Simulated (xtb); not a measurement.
C2H5O2 (SMILES COC=[OH+]), charge +1, singlet, geometry from GFN2-xTB; GFN2-xTB (xtb).

Input for xtb:
```
$ xtb mol.xyz --gfn 2 --chrg 1 --etemp 3000 --json

# file mol.xyz
9

C     -0.88185762     0.00899774    -0.07418618
O     -0.71974313    -1.14547322     0.45674714
O      0.05802829     0.77784465    -0.34442084
H     -1.87588460     0.39555666    -0.32671543
C      1.43664404     0.47811999    -0.10026343
H      1.82407913     1.26580014     0.54905631
H      1.57697924    -0.50273413     0.35103154
H      1.95211849     0.54352817    -1.06056024
H     -1.51229206    -1.68382867     0.63527512
```

Q: What does xtb print? Leave out banner, timings and long lists.

A: 
```
   ID    Z sym.   atoms
    1    6 C      1, 5
    2    8 O      2, 3
    3    1 H      4, 6-9

           -------------------------------------------------
          |                Calculation Setup                |
           -------------------------------------------------

           -------------------------------------------------
          |                 G F N 2 - x T B                 |
           -------------------------------------------------

          ...................................................
          :                      SETUP                      :
          :.................................................:
          :  # basis functions                  21          :
          :  # atomic orbitals                  21          :
          :  # shells                           13          :
          :  # electrons                        24          :
          :  max. iterations                   250          :
          :  Hamiltonian                  GFN2-xTB          :
          :  restarted?                      false          :
          :  GBSA solvation                  false          :
          :  PC potential                    false          :
          :  electronic temp.         3000.0000000     K    :
          :  accuracy                    1.0000000          :
          :  -> integral cutoff          0.2500000E+02      :
          :  -> integral neglect         0.1000000E-07      :
          :  -> SCF convergence          0.1000000E-05 Eh   :
          :  -> wf. convergence          0.1000000E-03 e    :
          :  Broyden damping             0.4000000          :
          :  net charge                          1          :
          :  unpaired electrons                  0          :
          ...................................................

 iter      E             dE          RMSdq      gap      omega  full diag
   1    -14.5972880 -0.145973E+02  0.513E+00    6.16       0.0  T
   2    -14.6188542 -0.215662E-01  0.289E+00    4.70       1.0  T
   3    -14.6191143 -0.260039E-03  0.128E+00    4.76       1.0  T
   4    -14.6214019 -0.228767E-02  0.193E-01    4.31       1.0  T
   5    -14.6214681 -0.661640E-04  0.812E-02    4.44       1.0  T
   6    -14.6214824 -0.143217E-04  0.227E-02    4.44       1.5  T
   7    -14.6214827 -0.256606E-06  0.630E-03    4.43       5.3  T
   8    -14.6214827 -0.499707E-07  0.209E-03    4.43      16.0  T
   9    -14.6214827 -0.447088E-08  0.511E-04    4.43      65.2  T
  10    -14.6214827 -0.492353E-10  0.270E-04    4.43     123.4  T

   *** convergence criteria satisfied after 10 iterations ***

         :::::::::::::::::::::::::::::::::::::::::::::::::::::
         ::                     SUMMARY                     ::
         :::::::::::::::::::::::::::::::::::::::::::::::::::::
         :: total energy             -14.486003542140 Eh    ::
         :: gradient norm              0.000136715804 Eh/a0 ::
         :: HOMO-LUMO gap              4.434002095877 eV    ::
         ::.................................................::
         :: SCC energy               -14.621481972196 Eh    ::
         :: -> isotropic ES            0.125389542520 Eh    ::
         :: -> anisotropic ES         -0.003942321396 Eh    ::
         :: -> anisotropic XC          0.002833317009 Eh    ::
         :: -> dispersion             -0.002583076436 Eh    ::
         :: repulsion energy           0.135478430056 Eh    ::
         :: add. restraining           0.000000000000 Eh    ::
         :: total charge               1.000000000007 e     ::
         :::::::::::::::::::::::::::::::::::::::::::::::::::::

           -------------------------------------------------
          |                Property Printout                |
           -------------------------------------------------

    * Orbital Energies and Occupations

         #    Occupation            Energy/Eh            Energy/eV
      -------------------------------------------------------------
[...]
         5        2.0000           -0.8574072             -23.3312
         6        2.0000           -0.8574016             -23.3311
         7        2.0000           -0.8043520             -21.8875
         8        2.0000           -0.7754231             -21.1003
         9        2.0000           -0.7669521             -20.8698
        10        2.0000           -0.7233042             -19.6821
        11        1.9998           -0.6788918             -18.4736
        12        1.9997           -0.6722932             -18.2940 (HOMO)
        13        0.0005           -0.5093466             -13.8600 (LUMO)
        14                         -0.2224143              -6.0522
        15                         -0.1762347              -4.7956
        16                         -0.0887161              -2.4141
        17                         -0.0449274              -1.2225
        18                          0.0046692               0.1271
        19                          0.0160139               0.4358
        20                          0.1674054               4.5553
        21                          0.2700649               7.3488
      -------------------------------------------------------------
                  HL-Gap            0.1629466 Eh            4.4340 eV
             Fermi-level           -0.5888807 Eh          -16.0243 eV

     #   Z          covCN         q      C6AA      α(0)
     1   6 C        2.660     0.313    21.686     7.619
     2   8 O        1.659    -0.226    17.769     5.690
     3   8 O        1.703    -0.040    15.007     5.230
     4   1 H        0.924     0.151     1.388     1.842
     5   6 C        3.647    -0.026    21.384     6.645
     6   1 H        0.924     0.151     1.383     1.839
     7   1 H        0.925     0.123     1.586     1.969
     8   1 H        0.924     0.151     1.383     1.839
     9   1 H        0.804     0.403     0.479     1.088

 Mol. C6AA /au·bohr⁶  :        518.706299
 Mol. C8AA /au·bohr⁸  :      11020.352645
 Mol. α(0) /au        :         33.761750

Wiberg/Mayer (AO) data.
largest (>0.10) Wiberg bond orders for each atom

 ---------------------------------------------------------------------------
     #   Z sym  total        # sym  WBO       # sym  WBO       # sym  WBO
 ---------------------------------------------------------------------------
     1   6 C    3.885 --     3 O    1.516     2 O    1.361     4 H    0.916
     2   8 O    2.402 --     1 C    1.361     9 H    0.818     3 O    0.169
     3   8 O    2.613 --     1 C    1.516     5 C    0.899     2 O    0.169
     4   1 H    0.977 --     1 C    0.916
     5   6 C    3.831 --     7 H    0.972     6 H    0.941     8 H    0.941
                             3 O    0.899
     6   1 H    0.977 --     5 C    0.941
     7   1 H    0.985 --     5 C    0.972
     8   1 H    0.977 --     5 C    0.941
     9   1 H    0.838 --     2 O    0.818
 ---------------------------------------------------------------------------

Topologies differ in total number of bonds
Writing topology from bond orders to xtbtopo.mol

molecular dipole:
                 x           y           z       tot (Debye)
 q only:       -0.526      -0.356       0.118
   full:       -0.845      -0.456       0.138       2.466
molecular quadrupole (traceless):
                xx          xy          yy          xz          yz          zz
 q only:        7.686       5.984      -1.707      -1.546      -1.735      -5.979
  q+dip:        7.537       6.571      -1.989      -1.875      -1.261      -5.548
   full:        7.648       6.552      -2.299      -1.883      -0.977      -5.349

           -------------------------------------------------
          | TOTAL ENERGY              -14.486003542140 Eh   |
          | GRADIENT NORM               0.000136715804 Eh/α |
          | HOMO-LUMO GAP               4.434002095877 eV   |
           -------------------------------------------------

normal termination of xtb
```
